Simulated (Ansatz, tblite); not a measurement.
Isomers of Cu12S (singlet), found by a short tight-binding search and relaxed with r2SCAN-D4/def2-SVP in Ansatz.

The xTB rows come from tblite. B3LYP takes the VWN-RPA correlation. Correlated methods freeze 113 core orbitals. Single mean-field runs in def2-TZVP are fitted with def2-universal-jkfit.

Run but left out: HF/def2-SVP, MP2/def2-SVP (B: restricted singlet, unstable towards broken spin symmetry); HF/def2-SVP, MP2/def2-SVP (C: restricted singlet, unstable towards broken spin symmetry); HF/def2-SVP, MP2/def2-SVP (D: restricted singlet, unstable towards broken spin symmetry).

B: This restricted singlet of an open-shell metal (gap down to 0.50 eV) wasn't tested against broken symmetry. The restricted singlet is unstable towards broken spin symmetry in Hartree–Fock (as tested in another run); at PBE-D4/def2-TZVP, r2SCAN-D4/def2-TZVP, B3LYP-D4/def2-TZVP, PBE0-D4/def2-SVP and others this wasn't settled. C: The restricted singlet is unstable towards broken spin symmetry in Hartree–Fock (as tested in another run); at PBE-D4/def2-TZVP, r2SCAN-D4/def2-TZVP, B3LYP-D4/def2-TZVP, PBE0-D4/def2-SVP and others this wasn't settled. D: The restricted singlet is unstable towards broken spin symmetry in Hartree–Fock (as tested in another run); at PBE-D4/def2-TZVP, r2SCAN-D4/def2-TZVP, B3LYP-D4/def2-TZVP, PBE0-D4/def2-SVP and others this wasn't settled.

Other spin states weren't relaxed.

A:

```xyz
13

S     2.109   -0.410    2.547
Cu    0.353   -0.511   -1.081
Cu   -1.119   -0.959    1.069
Cu    1.104   -1.645    0.972
Cu    0.037    0.469    2.476
Cu    1.082    0.099   -3.293
Cu    1.677    0.734    0.667
Cu   -0.651   -2.513   -0.585
Cu   -0.876    1.033   -2.384
Cu    1.253    1.634   -1.474
Cu   -2.135   -0.201   -0.852
Cu   -2.242    0.911    1.797
Cu   -0.592    1.361    0.139
```

B:

```xyz
13

S    -2.042    0.811    2.235
Cu   -0.011   -0.094    2.195
Cu    2.056   -1.202   -1.030
Cu   -1.661   -0.363    0.310
Cu    0.841    0.518    0.039
Cu    0.311   -1.862    0.544
Cu   -0.965    1.246   -1.465
Cu    2.174   -0.804    1.490
Cu   -0.840    2.020    0.812
Cu   -1.572   -2.700   -0.487
Cu    0.829    2.748   -0.767
Cu    1.215    0.714   -2.248
Cu   -0.335   -1.031   -1.628
```

C:

| atom | x (Å) | y (Å) | z (Å) |
| --- | --- | --- | --- |
| S1 | -0.4632 | 1.9695 | 2.1390 |
| Cu2 | -1.1169 | -3.2106 | -0.5067 |
| Cu3 | 3.0405 | 1.5531 | -0.7107 |
| Cu4 | 2.4891 | -0.2417 | 0.7384 |
| Cu5 | 0.3823 | -0.0809 | 1.7771 |
| Cu6 | 0.9755 | 0.3761 | -0.9667 |
| Cu7 | -2.8455 | -0.1568 | -0.9118 |
| Cu8 | -1.0315 | 1.0441 | -2.1176 |
| Cu9 | -1.5678 | -1.2851 | 0.7698 |
| Cu10 | -0.7665 | -1.1472 | -1.4699 |
| Cu11 | 1.3173 | 1.9648 | 0.7989 |
| Cu12 | -1.1822 | 1.0597 | 0.2390 |
| Cu13 | 0.7688 | -1.8451 | 0.2213 |

D:

```tsv
atom	x (Å)	y (Å)	z (Å)
S1	3.236	-0.699	-0.375
Cu2	-2.390	0.173	-0.481
Cu3	0.038	-1.781	-3.058
Cu4	-0.880	0.243	-2.399
Cu5	-1.802	1.718	1.227
Cu6	1.217	-0.992	0.762
Cu7	-1.096	-0.628	1.428
Cu8	2.153	1.131	0.265
Cu9	-1.560	0.751	3.308
Cu10	-0.140	0.938	-0.275
Cu11	-0.630	-1.485	-0.748
Cu12	0.438	1.133	2.007
Cu13	1.416	-0.501	-1.661
```

Estimate which lies lowest at each level, and how far above it the others are (kJ/mol).


```csv
level,A,B,C,D
GFN1-xTB,34.2,33.8,0.0,12.0
GFN2-xTB,27.5,94.9,68.3,0.0
PBE-D4/def2-SVP,27.9,0.0,52.3,28.2
PBE-D4/def2-TZVP,20.6,0.0,36.9,24.8
r2SCAN-D4/def2-TZVP,18.4,0.0,37.5,20.0
B3LYP-D4/def2-TZVP,6.1,0.0,25.4,23.7
PBE0-D4/def2-SVP,14.7,0.0,46.2,26.4
PBE0-D4/def2-TZVP,8.2,0.0,33.0,23.8
RPA@PBE/def2-SVP,22.4,0.0,53.8,30.0
```
Point groups (tolerance 0.1 Å): A not assigned, B not assigned, C not assigned, D not assigned. Lower isomers may exist. From def2-SVP to def2-TZVP the PBE0 values move by up to 13.2 kJ/mol, so results in the small set are rough.
